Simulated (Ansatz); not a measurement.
Sn₂₁H₃₁Br, a nanocrystal cut from the lattice of tin (1 of the caps Br). The state is a triplet with charge 0. Geometry r2SCAN-D4/def2-SVP, that of the neutral singlet; atoms count from 1.

Cartesian coordinates in Å:
```
Sn 4.685 2.193 2.641
Sn 1.653 2.568 -4.919
Sn 0.190 -1.829 -4.312
Sn 2.329 0.092 -0.738
Sn 0.336 3.241 1.829
Sn -1.901 1.259 -1.675
Sn -1.061 -1.156 2.187
Sn 1.329 0.880 5.588
Sn -3.249 -3.067 -1.384
Sn -5.589 -0.123 1.430
Sn 3.101 2.085 -2.568
Sn 4.467 -0.108 1.072
Sn 2.247 2.861 3.839
Sn 2.150 -2.204 -2.346
Sn 1.028 0.130 -6.134
Sn -2.248 -1.110 -3.125
Sn 0.762 -1.530 4.289
Sn -1.535 -3.538 0.782
Sn -0.113 0.838 0.447
Sn -3.495 -0.280 3.278
Sn -5.726 -2.303 -0.316
Br 5.173 0.972 -3.569
H 5.900 1.988 3.844
H 5.175 3.502 1.638
H 2.670 3.501 -5.942
H 0.238 3.488 -4.604
H -0.049 -3.304 -5.181
H 0.884 4.417 0.693
H -1.148 3.824 2.481
H -1.243 2.489 -2.690
H -3.407 1.851 -1.087
H 2.474 0.620 6.848
H -0.124 1.435 6.328
H -3.467 -4.538 -2.265
H -5.425 1.325 0.522
H -7.077 -0.013 2.289
H 3.730 3.517 -1.834
H 5.916 -0.386 0.190
H 4.206 -1.473 2.087
H 2.441 4.330 4.729
H 3.673 -2.504 -3.077
H 1.756 -3.564 -1.368
H 2.424 -0.436 -6.962
H -0.206 0.386 -7.308
H -3.420 -0.848 -4.369
H 2.210 -2.230 3.679
H 0.088 -2.650 5.410
H -0.048 -4.246 0.287
H -2.298 -4.652 1.854
H -3.258 1.261 4.013
H -3.946 -1.372 4.533
H -6.834 -1.945 -1.585
H -6.371 -3.644 0.553
```

In the def2 sets Sn takes a core potential; there is no spin–orbit coupling. Single mean-field runs in def2-TZVP are fitted with def2-universal-jkfit. At PBE0-D4/def2-TZVP a singlet of charge 0 lies 3.49 eV below the triplet at the same geometry.

Q: Estimate the Mulliken populations of the heavy atoms from the PBE0/def2-TZVP orbitals of Ansatz.

A: 
```tsv
atom	charge (e)	spin (α − β)
Sn1	0.05	0.00
Sn2	0.07	0.00
Sn3	0.02	0.01
Sn4	0.05	0.10
Sn5	0.01	0.39
Sn6	0.02	0.39
Sn7	0.03	0.12
Sn8	0.05	0.00
Sn9	0.02	0.00
Sn10	0.06	0.00
Sn11	0.27	0.01
Sn12	0.05	0.05
Sn13	0.03	0.12
Sn14	0.04	0.05
Sn15	0.07	0.00
Sn16	0.03	0.12
Sn17	0.04	0.05
Sn18	0.03	0.05
Sn19	0.13	0.21
Sn20	0.04	0.01
Sn21	0.06	0.00
Br22	-0.38	0.01
```
Mulliken values depend strongly on the basis.

Q: Where does the spin sit?

A: Summed by element: Sn 1.69, Br 0.01, H 0.30, of 2 unpaired in all. Largest on single atoms: Sn6 0.39, Sn5 0.39, Sn19 0.21.

Q: And the Mayer bond orders between heavy atoms (over 0.3)?

A: Sn1–Sn12 0.86 (2.79 Å); Sn1–Sn13 0.87 (2.80 Å); Sn2–Sn11 0.83 (2.80 Å); Sn2–Sn15 0.87 (2.79 Å); Sn3–Sn14 0.85 (2.80 Å); Sn3–Sn15 0.85 (2.80 Å); Sn3–Sn16 0.84 (2.81 Å); Sn4–Sn11 0.82 (2.81 Å); Sn4–Sn12 0.77 (2.81 Å); Sn4–Sn14 0.79 (2.81 Å); Sn4–Sn19 0.74 (2.82 Å); Sn5–Sn13 0.77 (2.80 Å); Sn5–Sn19 0.56 (2.81 Å); Sn6–Sn16 0.77 (2.80 Å); Sn6–Sn19 0.56 (2.81 Å); Sn7–Sn17 0.79 (2.81 Å); Sn7–Sn18 0.80 (2.81 Å); Sn7–Sn19 0.73 (2.81 Å); Sn7–Sn20 0.84 (2.81 Å); Sn8–Sn13 0.87 (2.80 Å); Sn8–Sn17 0.86 (2.80 Å); Sn9–Sn16 0.85 (2.80 Å); Sn9–Sn18 0.85 (2.80 Å); Sn9–Sn21 0.86 (2.80 Å); Sn10–Sn20 0.86 (2.80 Å); Sn10–Sn21 0.87 (2.80 Å); Sn11–Br22 0.88 (2.56 Å).
